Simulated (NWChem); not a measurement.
C₃H₇FSi; SMILES C/C([SiH3])=C/F

Results from NWChem. Pople sets run with spherical d functions. Geometry: optimised at PBE0/def2-SVP. No frequency run checked for a minimum. Level: M06-2X/6-31G* with SMD (1 M gas to 1 M solution), gas-phase geometry. Reactions with the solvent are ignored.

### Question
Among these, which solvent gives the highest value of “solvation free energy (kcal/mol)”?
A. cyclohexanone
B. anisole
C. water
D. benzene

### Answer
C, water. Values: benzene -1.8; anisole -1.4; cyclohexanone -1.2; water 2.2
